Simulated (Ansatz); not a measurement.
A nudged elastic band was laid between two geometries of ClHOZn + H (5 atoms, charge 0, multiplicity 2).

These are results of Ansatz, UKS PBE0-D4/def2-SVP, not measurements.

```yaml
movable_images: 7
climbing_image: yes
spring: 5.0 eV/Å²
optimiser: quadratic models (default)
start_path: through a guess of the saddle point
force_threshold: 0.03 eV/Å
iteration_limit: 60
end_points: relaxed
```

Initial state:

```xyz
5
Properties=species:S:1:pos:R:3
Zn 0.026 -0.095 -0.166
Cl 0.008 -0.030 1.932
O 0.008 -0.028 -1.931
H 0.236 -0.851 -2.374
H -0.024 0.087 5.272
```

Final state:

```xyz
5
Properties=species:S:1:pos:R:3
Zn -0.835 1.102 0.295
Cl -0.689 0.335 2.392
O 0.681 -0.434 -0.129
H 0.447 -1.221 -0.638
H 0.650 -0.699 0.812
```

**Question.** What changes between the two ends?

**Answer.** Bonds formed: O3–H5. ClHOZn + H becomes ClH2OZn.

**Question.** What energy profile does the band end with?

**Answer.** The run ended unconverged. The highest image is number 4 of 0 to 8, 0.143 eV above the first end and 1.939 eV above the last; the last end lies 1.796 eV below the first. The band didn't meet its force threshold, so its energies are provisional: the largest band force was still 0.18 eV/Å, and over the last iterations the top stayed at 0.14 eV. Neighbouring images lie up to 2.0 Å apart, so the band is torn or far too coarse. Inner images lie below an end point, which means an intermediate or an end that isn't the lowest structure nearby.

```csv
image,path coordinate (Å),energy (eV),O3–H5 (Å)
0,0.00,0.000,7.20
1,1.95,-0.006,5.98
2,3.89,-0.037,3.70
3,5.84,-0.298,2.28
4,7.79,0.143,3.48
5,9.25,-0.078,4.47
6,10.72,-0.098,3.65
7,12.18,-0.467,2.04
8,13.65,-1.796,0.98
```

Time of the run: 24 min on 2 threads of Intel(R) Xeon(R) Platinum 8259CL CPU @ 2.50GHz (Skylake/Cascade Lake), on a shared host, peak memory 0.25 GiB.
